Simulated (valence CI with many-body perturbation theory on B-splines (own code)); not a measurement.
# E1 line list for Ce24+

Computed by relativistic CI+MBPT: six valence electrons over a frozen Dirac-Fock core [Ar] 3d10, radial functions for each j: 9 s, 9 p, 8 d, 6 f, 3 g, 1 h, with the one-electron correlation potential Σ1 (screened to all orders), the two-electron term Σ2, the three-electron term Σ3, Breit, model QED; selected single and double excitations, second order for the rest, scaled by the run's own slope (own B-spline code, finite nucleus).

No measured spectrum was set against this ion. As an estimate, levels hold to about 250 cm⁻¹ or 0.2 % of their energy and the worst to 1 %, as in measured heavy ions of charge 2 to 7; those with d or f electrons hold less well. Among the levels kept, up to 700 cm⁻¹ of a level comes from second order outside the variational space, and about a tenth of that is noise between levels of different J, which matters for small intervals.

Lines 1 to 50 of 89 in falling wavelength, among levels below 1166600 cm⁻¹, chosen from the strongest by gf and those to the six lowest levels. Wavelengths and rates use the calculated energies, so an error of 2000 cm⁻¹ moves a line at 335.2 Å by 0.67 % and its rate by three times that or more. Electric multipoles are in the length gauge, E1 and E2 with the static RPA response of the core. Weak lines are less certain than strong ones. Lines between different terms over intervals too small for the method are left out, as are lines whose strength nearly cancels. Where a level lies close to another of its J and parity, the split of strength between their lines is uncertain. The highest levels of a list are the least certain.

Levels are named by their leading jj configuration (3d3/2^4 stands for four electrons in 3d with j = 3/2), which in mixed levels can hold well under half, so a name can repeat and another be missing. Letters in brackets count levels of one name in rising energy.

```csv
λ vac (Å),Upper,Lower,A (s⁻¹),log gf,Branch %
335.2,(4s 4p1/2^2 4p3/2^3) J=1,(4s^2 4p3/2^4) J=0,6.34e+07,-2.49,0.2
250.7,(4s^2 4p1/2^2 4p3/2 4d3/2) J=1,(4s^2 4p3/2^4) J=0,8.30e+07,-2.63,0.2
219.1,(4s 4p1/2^2 4p3/2^3) J=2,(4s^2 4p1/2 4p3/2^3) J=2,2.65e+09,-1.02,11.6
208.7,(4s 4p1/2 4p3/2^4) J=1,(4s^2 4p3/2^4) J=0,2.79e+09,-1.26,6.3
207.4,(4s 4p1/2^2 4p3/2^3) J=2,(4s^2 4p1/2 4p3/2^3) J=1,3.94e+09,-0.90,17.2
198.5,(4s^2 4p1/2^2 4p3/2 4d5/2) J=1,(4s^2 4p3/2^4) J=0,2.23e+08,-2.40,0.4
198.0,(4s 4p1/2^2 4p3/2^3) J=1,(4s^2 4p1/2 4p3/2^3) J=2,5.04e+09,-1.05,12.9
188.4,(4s 4p1/2^2 4p3/2^3) J=1,(4s^2 4p1/2 4p3/2^3) J=1,2.52e+09,-1.40,6.4
183.3,(4s^2 4p1/2 4p3/2^2 4d3/2) J=1 [a],(4s^2 4p3/2^4) J=0,5.14e+08,-2.11,1.0
174.4,(4s^2 4p1/2^2 4p3/2 4d3/2) J=2,(4s^2 4p1/2 4p3/2^3) J=2,1.38e+07,-3.50,0.4
171.0,(4s^2 4p1/2^2 4p3/2 4d3/2) J=3,(4s^2 4p1/2 4p3/2^3) J=2,2.80e+07,-3.07,2.9
166.9,(4s^2 4p1/2^2 4p3/2 4d3/2) J=2,(4s^2 4p1/2 4p3/2^3) J=1,4.90e+07,-2.99,1.2
165.1,(4s^2 4p1/2^2 4p3/2 4d3/2) J=1,(4s^2 4p1/2 4p3/2^3) J=2,7.54e+08,-2.03,1.5
164.6,(4s^2 4p1/2^2 4p3/2 4d3/2) J=0,(4s^2 4p1/2 4p3/2^3) J=1,3.54e+06,-4.84,99.9
158.4,(4s^2 4p1/2^2 4p3/2 4d3/2) J=1,(4s^2 4p1/2 4p3/2^3) J=1,1.82e+09,-1.69,3.7
158.2,(4s^2 4p1/2 4p3/2^2 4d5/2) J=1 [a],(4s^2 4p3/2^4) J=0,1.57e+09,-1.75,0.6
155.0,(4s^2 4p1/2^2 4p3/2 4d5/2) J=2,(4s^2 4p1/2 4p3/2^3) J=2,9.19e+08,-1.78,1.6
149.7,(4s 4p1/2^2 4p3/2^3) J=2,(4s^2 4p1/2^2 4p3/2^2) J=2,1.63e+10,-0.56,71.2
149.1,(4s 4p1/2^2 4p3/2^3) J=1,(4s^2 4p1/2^2 4p3/2^2) J=0,6.08e+09,-1.22,15.5
149.0,(4s^2 4p1/2^2 4p3/2 4d5/2) J=2,(4s^2 4p1/2 4p3/2^3) J=1,1.25e+09,-1.68,2.2
148.8,(4s 4p1/2 4p3/2^4) J=0,(4s^2 4p1/2 4p3/2^3) J=1,2.85e+10,-1.02,100.0
147.4,(4s^2 4p1/2 4p3/2^2 4d3/2) J=1 [b],(4s^2 4p3/2^4) J=0,3.54e+08,-2.46,0.1
147.1,(4s^2 4p1/2^2 4p3/2 4d5/2) J=3,(4s^2 4p1/2 4p3/2^3) J=2,3.74e+07,-3.07,0.0
145.8,(4s 4p1/2 4p3/2^4) J=1,(4s^2 4p1/2 4p3/2^3) J=2,2.68e+10,-0.59,60.5
142.1,(4s^2 4p1/2 4p3/2^2 4d5/2) J=1 [b],(4s^2 4p3/2^4) J=0,1.32e+09,-1.92,0.3
140.8,(4s^2 4p1/2^2 4p3/2 4d5/2) J=1,(4s^2 4p1/2 4p3/2^3) J=2,4.19e+09,-1.43,7.2
140.5,(4s 4p1/2 4p3/2^4) J=1,(4s^2 4p1/2 4p3/2^3) J=1,2.27e+09,-1.70,5.1
139.6,(4s 4p1/2^2 4p3/2^3) J=1,(4s^2 4p1/2^2 4p3/2^2) J=2,2.54e+10,-0.65,65.0
136.0,(4s^2 4p1/2 4p3/2^2 4d3/2) J=1 [c],(4s^2 4p3/2^4) J=0,1.90e+09,-1.80,0.4
135.8,(4s^2 4p1/2^2 4p3/2 4d5/2) J=1,(4s^2 4p1/2 4p3/2^3) J=1,1.04e+08,-3.06,0.2
135.3,(4s^2 4p1/2 4p3/2^2 4d3/2) J=2 [a],(4s^2 4p1/2 4p3/2^3) J=2,1.81e+08,-2.60,3.9
132.9,(4s^2 4p1/2 4p3/2^2 4d3/2) J=1 [a],(4s^2 4p1/2 4p3/2^3) J=2,1.42e+10,-0.95,29.0
132.5,(4s^2 4p1/2 4p3/2^2 4d3/2) J=3 [a],(4s^2 4p1/2 4p3/2^3) J=2,4.83e+06,-4.05,0.1
130.8,(4s^2 4p1/2 4p3/2^2 4d3/2) J=2 [a],(4s^2 4p1/2 4p3/2^3) J=1,9.52e+07,-2.91,2.0
129.7,(4s^2 4p1/2 4p3/2^2 4d3/2) J=0,(4s^2 4p1/2 4p3/2^3) J=1,6.80e+09,-1.77,100.0
129.7,(4s^2 4p1/2^2 4p3/2 4d3/2) J=1,(4s^2 4p1/2^2 4p3/2^2) J=0,5.80e+09,-1.36,11.7
128.8,(4s^2 4p1/2 4p3/2^2 4d5/2) J=3 [a],(4s^2 4p1/2 4p3/2^3) J=2,1.45e+08,-2.60,3.6
128.5,(4s^2 4p1/2 4p3/2^2 4d3/2) J=1 [a],(4s^2 4p1/2 4p3/2^3) J=1,5.97e+08,-2.35,1.2
127.4,(4s^2 4p1/2^2 4p3/2 4d3/2) J=2,(4s^2 4p1/2^2 4p3/2^2) J=2,3.87e+09,-1.33,98.4
125.6,(4s^2 4p1/2^2 4p3/2 4d3/2) J=3,(4s^2 4p1/2^2 4p3/2^2) J=2,9.49e+08,-1.80,97.1
123.5,(4s^2 4p1/2 4p3/2^2 4d3/2) J=2 [b],(4s^2 4p1/2 4p3/2^3) J=2,3.95e+07,-3.34,0.1
122.4,(4s^2 4p1/2^2 4p3/2 4d3/2) J=1,(4s^2 4p1/2^2 4p3/2^2) J=2,4.11e+10,-0.56,82.9
119.7,(4s^2 4p1/2 4p3/2^2 4d3/2) J=2 [b],(4s^2 4p1/2 4p3/2^3) J=1,1.29e+09,-1.86,4.7
119.2,(4s^2 4p1/2 4p3/2^2 4d5/2) J=1 [a],(4s^2 4p1/2 4p3/2^3) J=2,2.54e+10,-0.79,10.4
117.4,(4s 4p1/2 4p3/2^4) J=1,(4s^2 4p1/2^2 4p3/2^2) J=0,6.23e+09,-1.41,14.1
116.7,(4s^2 4p1/2^2 4p3/2 4d5/2) J=2,(4s^2 4p1/2^2 4p3/2^2) J=2,5.55e+10,-0.25,96.2
116.2,(4s^2 4p1/2 4p3/2^2 4d5/2) J=2 [a],(4s^2 4p1/2 4p3/2^3) J=2,1.09e+08,-2.96,0.0
115.7,(4s^2 4p1/2 4p3/2^2 4d5/2) J=1 [a],(4s^2 4p1/2 4p3/2^3) J=1,2.12e+10,-0.89,8.7
115.6,(4s^2 4p1/2 4p3/2^2 4d5/2) J=2 [b],(4s^2 4p1/2 4p3/2^3) J=2,7.91e+08,-2.10,0.4
114.2,(4s^2 4p1/2^2 4p3/2 4d5/2) J=1,(4s^2 4p1/2^2 4p3/2^2) J=0,5.30e+10,-0.51,91.7
```

How does gf follow from A for the line at 128.8 Å?

gf = 1.4992 × (2J+1)_upper × A / σ², with σ = 776398 cm⁻¹ and 2J+1 = 7: gf = 0.00253.
